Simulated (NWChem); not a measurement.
System: C2H7O cation; SMILES CC[OH2+]

NWChem input:

```
start job
memory heap 200 mb stack 900 mb global 1100 mb
charge 1
geometry units angstroms noautosym nocenter noautoz
  C      0.279997    -1.277567     0.000000
  C     -0.607271    -0.075842     0.000000
  O      0.196407     1.219042     0.000000
  H     -0.373409    -2.165072     0.000000
  H      0.907193    -1.341900    -0.901790
  H      0.907193    -1.341900     0.901790
  H     -1.230759     0.039177     0.895684
  H     -1.230759     0.039177    -0.895684
  H      0.748354     1.351677    -0.795640
  H      0.748354     1.351677     0.795640
end
basis spherical
  C library def2-svp
  O library def2-svp
  H library def2-svp
end
dft
  xc b3lyp
  iterations 150
end
cosmo
  do_cosmo_smd true
  solvent water
end
task dft energy
```

Parts of the log:

```
             Northwest Computational Chemistry Package (NWChem) 7.3.0
             --------------------------------------------------------

                             Geometry "geometry" -> ""
                             -------------------------

 Output coordinates in angstroms (scale by  1.889725989 to convert to a.u.)

  No.       Tag          Charge          X              Y              Z
 ---- ---------------- ---------- -------------- -------------- --------------
    1 C                    6.0000     0.27999700    -1.27756700     0.00000000
    2 C                    6.0000    -0.60727100    -0.07584200     0.00000000
    3 O                    8.0000     0.19640700     1.21904200     0.00000000
    4 H                    1.0000    -0.37340900    -2.16507200     0.00000000
    5 H                    1.0000     0.90719300    -1.34190000    -0.90179000
    6 H                    1.0000     0.90719300    -1.34190000     0.90179000
    7 H                    1.0000    -1.23075900     0.03917700     0.89568400
    8 H                    1.0000    -1.23075900     0.03917700    -0.89568400
    9 H                    1.0000     0.74835400     1.35167700    -0.79564000
   10 H                    1.0000     0.74835400     1.35167700     0.79564000

 Effective nuclear repulsion energy (a.u.)      88.1608626440

                                 NWChem DFT Module
                                 -----------------

 Summary of "ao basis" -> "ao basis" (spherical)
 ------------------------------------------------------------------------------
       Tag                 Description            Shells   Functions and Types
 ---------------- ------------------------------  ------  ---------------------
 C                          def2-svp                 6       14   3s2p1d
 O                          def2-svp                 6       14   3s2p1d
 H                          def2-svp                 3        5   2s1p

 in cosmo_initialize ...
 calling solv_data for solv:h2o

 solvent parameters
 solvname_short: h2o
 solvname_long:  water
 dielec:       78.4000
 dielecinf:     1.7769
 aqueous SMD model solvent descriptors
 dielec:       78.4000
 sola:          0.8200

          ---------------
          -cosmo- solvent
          ---------------
 Cosmo: York-Karplus, doi: 10.1021/jp992097l
 dielectric constant -eps-     =  78.40
 screen = (eps-1)/(eps    )    =   0.98724
 surface charge correction     = lagrangian

   van der Waals surface
 --------------------------

 ---------- ATOMIC COORDINATES (A.U.) ------------ VDWR(ANG.) --
     1    0.52911761   -2.41425156    0.00000000     1.850
     2   -1.14757579   -0.14332060    0.00000000     1.850
     3    0.37115541    2.30365535    0.00000000     1.520
     4   -0.70564069   -4.09139283    0.00000000     1.200
     5    1.71434619   -2.53582330   -1.70413600     1.200
     6    1.71434619   -2.53582330    1.70413600     1.200
     7   -2.32579727    0.07403380    1.69259733     1.200
     8   -2.32579727    0.07403380   -1.69259733     1.200
     9    1.41418400    2.55429916   -1.50354159     1.200
    10    1.41418400    2.55429916    1.50354159     1.200
 number of segments per atom =        128
 number of   points per atom =        128
 atom (   nspa,  nppa )
 ----------------------
    1 (     60,     0 )       0
    2 (     50,     0 )       0
    3 (     42,     0 )       0
    4 (     56,     0 )       0
    5 (     54,     0 )       0
    6 (     54,     0 )       0
    7 (     54,     0 )       0
    8 (     54,     0 )       0
    9 (     71,     0 )       0
   10 (     71,     0 )       0
 number of -cosmo- surface points =      566
 molecular surface =     87.976 angstrom**2
 molecular volume  =     62.368 angstrom**3
 -lineq- algorithm             =   0
 -bem- low  level              =   3
 -bem- from -octahedral-
 gaussian surface charge width =   4.50000
 degree of switching           =   1.00000
 switching function tolerance  =   0.00010
 atomic radii =
 --------------
    1  6.000  1.850
    2  6.000  1.850
    3  8.000  1.520
    4  1.000  1.200
    5  1.000  1.200
    6  1.000  1.200
    7  1.000  1.200
    8  1.000  1.200
    9  1.000  1.200
   10  1.000  1.200
 ...... end of -cosmo- initialization ......

[...]

                                COSMO-SMD solvation results
                                ---------------------------

             internal energy in gas <Psi(g)|H|Psi(g)> =      -155.235003391136
         internal energy in solvent <Psi(s)|H|Psi(s)> =      -155.231659334709
                               delta internal energy  =         0.003344056427 (    2.10 kcal/mol)
   total free energy in solvent <Psi(s)|H+V/2|Psi(s)> =      -155.358994742617
 polarization energy contribution <Psi(s)|V/2|Psi(s)> =        -0.127335407908 (  -79.90 kcal/mol)
    total free energy in solvent including G(SMD-CDS) =      -155.354076241916
                       G(SMD-CDS) energy contribution =         0.004918500701 (    3.09 kcal/mol)
     1 M fixed-concentration free energy of solvation =        -0.119072850780 (  -74.72 kcal/mol)

                       DFT Final Molecular Orbital Analysis
                       ------------------------------------

 Vector   11  Occ=2.000000D+00  E=-3.981503D-01
              MO Center=  8.5D-02, -1.1D+00, -3.6D-09, r^2= 2.0D+00
   Bfn.  Coefficient  Atom+Function         Bfn.  Coefficient  Atom+Function
  ----- ------------  ---------------      ----- ------------  ---------------
     4      0.409407   1 C  px               43     -0.278159   4 H  s
    48      0.197962   5 H  s                53      0.197962   6 H  s
    18     -0.181925   2 C  px                7      0.164512   1 C  px
    58      0.127208   7 H  s                63      0.127208   8 H  s
    19      0.117818   2 C  py               32      0.109921   3 O  px

 Vector   12  Occ=2.000000D+00  E=-3.867668D-01
              MO Center= -4.5D-02, -1.3D-01, -1.2D-09, r^2= 2.5D+00
   Bfn.  Coefficient  Atom+Function         Bfn.  Coefficient  Atom+Function
  ----- ------------  ---------------      ----- ------------  ---------------
     5      0.353050   1 C  py               33      0.352134   3 O  py
    36      0.262358   3 O  py               32     -0.252189   3 O  px
    43     -0.227676   4 H  s                19     -0.222548   2 C  py
    18      0.211209   2 C  px               35     -0.160246   3 O  px
     8      0.126288   1 C  py               44     -0.113764   4 H  s

 Vector   13  Occ=2.000000D+00  E=-3.741974D-01
              MO Center=  4.0D-02, -8.1D-01,  4.2D-09, r^2= 2.3D+00
   Bfn.  Coefficient  Atom+Function         Bfn.  Coefficient  Atom+Function
  ----- ------------  ---------------      ----- ------------  ---------------
     6      0.354453   1 C  pz               20     -0.288601   2 C  pz
    48     -0.274670   5 H  s                53      0.274670   6 H  s
    58     -0.228938   7 H  s                63      0.228938   8 H  s
    49     -0.131500   5 H  s                54      0.131500   6 H  s
     9      0.128950   1 C  pz               59     -0.108501   7 H  s

 Vector   14  Occ=0.000000D+00  E= 1.361527D-02
              MO Center=  4.3D-01,  8.4D-01, -1.2D-08, r^2= 3.7D+00
   Bfn.  Coefficient  Atom+Function         Bfn.  Coefficient  Atom+Function
  ----- ------------  ---------------      ----- ------------  ---------------
    31      0.902307   3 O  s                69     -0.583108   9 H  s
    74     -0.583108  10 H  s                17      0.418479   2 C  s
    21     -0.319041   2 C  px                3      0.313634   1 C  s
    22     -0.295638   2 C  py               30      0.287187   3 O  s
    59     -0.266785   7 H  s                64     -0.266785   8 H  s

 Vector   15  Occ=0.000000D+00  E= 6.525363D-02
              MO Center= -1.5D-01, -7.2D-01,  7.4D-09, r^2= 4.8D+00
   Bfn.  Coefficient  Atom+Function         Bfn.  Coefficient  Atom+Function
  ----- ------------  ---------------      ----- ------------  ---------------
     3      1.774396   1 C  s                17      1.041893   2 C  s
    49     -0.892230   5 H  s                54     -0.892230   6 H  s
    59     -0.654684   7 H  s                64     -0.654684   8 H  s
    44     -0.616416   4 H  s                22      0.591254   2 C  py
    31     -0.387145   3 O  s                19      0.287201   2 C  py

 Vector   16  Occ=0.000000D+00  E= 8.294555D-02
              MO Center=  2.5D-01,  5.2D-01, -2.3D-09, r^2= 5.3D+00
   Bfn.  Coefficient  Atom+Function         Bfn.  Coefficient  Atom+Function
  ----- ------------  ---------------      ----- ------------  ---------------
    69     -0.784508   9 H  s                74      0.784508  10 H  s
    59      0.772827   7 H  s                64     -0.772827   8 H  s
    49     -0.586125   5 H  s                54      0.586125   6 H  s
    23     -0.576230   2 C  pz                9     -0.372008   1 C  pz
    37     -0.355064   3 O  pz               34     -0.268037   3 O  pz

     Multipole analysis of the density
     ---------------------------------

     L   x y z        total         alpha         beta         nuclear
     -   - - -        -----         -----         ----         -------
     0   0 0 0      1.000000    -13.000000    -13.000000     27.000000

     1   1 0 0      0.697940      0.269810      0.269810      0.158319
     1   0 1 0      1.175702      0.999133      0.999133     -0.822564
     1   0 0 1     -0.000000     -0.000000     -0.000000      0.000000

     2   2 0 0    -11.023444    -21.450631    -21.450631     31.877818
     2   1 1 0      3.150354      0.957667      0.957667      1.235021
     2   1 0 1     -0.000000     -0.000000     -0.000000      0.000000
     2   0 2 0     -9.408156    -64.808917    -64.808917    120.209677
     2   0 1 1     -0.000000     -0.000000     -0.000000      0.000000
     2   0 0 2    -10.817320    -13.438262    -13.438262     16.059205
```

Level: B3LYP/def2-SVP, SMD on the gas-phase geometry. All runs use the structure optimised with PBE0/def2-SVP. Solvent: water.
